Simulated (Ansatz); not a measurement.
Geometry optimisation, RKS BHLYP-D4/def2-SVPD in Ansatz 0.2.0.

input.yaml

```yaml
crystal:
  periodic: [false, false, false]
  atoms:
    - { symbol: B, position_ang: [-0.17221, 1.75753, 0.00285] }
    - { symbol: C, position_ang: [-0.03525, 0.37501, 0.00203] }
    - { symbol: C, position_ang: [0.16939, -0.45535, 1.25127] }
    - { symbol: C, position_ang: [-0.07852, -0.47293, -1.25189] }
    - { symbol: H, position_ang: [-0.28149, 2.89953, 0.00018] }
    - { symbol: H, position_ang: [0.20049, 0.16839, 2.14155] }
    - { symbol: H, position_ang: [1.1058, -1.01102, 1.18413] }
    - { symbol: H, position_ang: [-0.64229, -1.17611, 1.36096] }
    - { symbol: H, position_ang: [-0.22641, 0.13787, -2.1389] }
    - { symbol: H, position_ang: [0.85428, -1.02724, -1.36326] }
    - { symbol: H, position_ang: [-0.89378, -1.19567, -1.18892] }
basis:
  gaussian: { orbitals: def2-SVPD }
hamiltonian:
  xc: { name: BHLYP }
  dispersion: d4
relax:
  f_tol: 0.015
  max_steps: 40
```

Command:

```bash
$ ansatz run input.yaml --threads 2 --pin off --max-ram 3072MiB --backend cpu --events-out ev --progress --plain --runs-dir out
```

**Question.** Where does it end, and by what steps?

**Answer.** The run converged. After 5 steps the energy has fallen by 0.032 eV; H7 moved furthest, 0.04 Å.

| step | energy less start (eV) | largest force component (eV/Å) | accepted |
| --- | --- | --- | --- |
| 0 | 0.0000 | 1.170 | yes |
| 1 | -0.0289 | 0.219 | yes |
| 2 | -0.0313 | 0.074 | yes |
| 3 | -0.0315 | 0.021 | yes |
| 4 | -0.0315 | 0.017 | yes |
| 5 | -0.0315 | 0.001 | yes |

```xyz
11
Properties=species:S:1:pos:R:3
B -0.166 1.725 0.003
C -0.034 0.347 0.001
C 0.170 -0.442 1.268
C -0.082 -0.462 -1.270
H -0.279 2.893 0.004
H 0.198 0.183 2.162
H 1.110 -1.003 1.226
H -0.636 -1.173 1.400
H -0.231 0.150 -2.161
H 0.848 -1.024 -1.404
H -0.897 -1.193 -1.229
```

Whether the end is a true minimum wasn't checked by a vibrational analysis.

Time of the run: 28 s on 2 threads of Intel(R) Xeon(R) Platinum 8259CL CPU @ 2.50GHz (Skylake/Cascade Lake), on a shared host, peak memory 0.33 GiB.
